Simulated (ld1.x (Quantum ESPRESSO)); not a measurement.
# antimony: one change to an ultrasoft potential, before and after

```json
{
  "Element": "Sb",
  "Generator": "ld1.x (Quantum ESPRESSO) 7.5",
  "Type": "ultrasoft",
  "Functional": "Wu–Cohen",
  "Relativity": "scalar-relativistic",
  "Frozen core": "[Kr]",
  "Valence charge": "15",
  "Reference configuration": "4d10 5s2 5p2.5 (charge +0.5)",
  "Partial waves": "5s (bound): rcut 1.50, rcutus 1.85 bohr; 5s channel at 0.4 Ry: rcut 1.50, rcutus 1.85 bohr; 5p (bound): rcut 1.70, rcutus 2.10 bohr; 5p channel at 0.65 Ry: rcut 1.70, rcutus 2.10 bohr; 4d (bound): rcut 1.05, rcutus 1.30 bohr; 4d channel at -2.05 Ry: rcut 1.05, rcutus 1.30 bohr",
  "Local potential": "all-electron potential smoothed inside 1.05 bohr (lloc = -1)",
  "Core correction": "none",
  "Augmentation charge": "PSQ, radius 1.10 bohr"
}
```

All-electron outer shells of the reference configuration (Wu–Cohen, scalar-relativistic, ld1.x):

| shell | level (eV) | outermost node (bohr) | outermost maximum (bohr) |
| --- | --- | --- | --- |
| 4s | -152.75 | 0.39 | 0.73 |
| 4p | -105.74 | 0.39 | 0.76 |
| 4d | -37.51 | 0.38 | 0.84 |
| 5s | -16.67 | 0.95 | 1.88 |
| 5p | -8.31 | 1.04 | 2.29 |

Change: waves 4d (bound): rcut 1.02, rcutus 1.08 bohr; 4d channel at -2.05 Ry: rcut 1.02, rcutus 1.08 bohr.

Cutoffs: the cutoffs (Ry, on a coarse ladder) from which the occupation-weighted sum of valence levels, in a spherical-Bessel basis at the reference potential, stays within 10 and 1 mRy of its value at 400 Ry; they do not see the model core or the augmentation charge, which bear on the density cutoff. Errors are all-electron minus pseudo energies relative to the spin-unpolarised reference configuration.

Question: What does the change do?

Answer: The potential gets harder (90 Ry and 140 Ry → 110 Ry and 230 Ry); both files keep a bound ghost (p, s); the number of tests with a reliable result goes from 7 to 4 (the test run of the changed file stopped, so its transferability is not established); of the 4 tests that both files solve, the error grows in 0 and shrinks in 1 by more than 15 % and 0.3 meV (median size 4.4 → 4.1 meV). A smaller radius makes the pseudo-wave follow the all-electron one further in, where it bends more sharply, so more plane waves are needed.

| quantity | base | changed |
| --- | --- | --- |
| cutoff, loose | 90 Ry | 110 Ry |
| cutoff, tight | 140 Ry | 230 Ry |
| loose cutoff by channel (10 mRy a level) | s 10 Ry, p 6 Ry, d 55 Ry | s 10 Ry, p 6 Ry, d 80 Ry |
| bound ghosts | s, p | s, p |
| tests with a reliable result | 7 of 7 | 4 of 7 (the test run stopped) |
| error for 4d10 5s2 5p3, meV [ΔE -3.28 eV] | +0.7 | +0.8 |
| error for 4d10 5s2 5p2, meV [ΔE 5.08 eV] | -1.4 | -1.3 |
| error for 4d10 5s2 5p1, meV [ΔE 21.12 eV] | -7.3 | -6.9 |
| error for 4d9 5s2 5p3, meV [ΔE 37.40 eV] | -83 | +7.6 |
| s: phases at 2.31 bohr within 0.05 rad from the reference energy up to (Ry; the scan ends near 5) | 4.5 | 4.5 |
| p: phases at 2.31 bohr within 0.05 rad from the reference energy up to (Ry; the scan ends near 5) | to the end of the scan | to the end of the scan |
| d: phases at 2.31 bohr within 0.05 rad from the reference energy up to (Ry; the scan ends near 5) | to the end of the scan | to the end of the scan |
| lowest overlap eigenvalue by channel | s 0.31, p 0.37, d 0.94 | s 0.31, p 0.37, d 0.90 |

 A true bound ghost makes a file unfit for plane-wave use even where its test errors are small: the radial tests pick states by their node count and pass the ghost by.
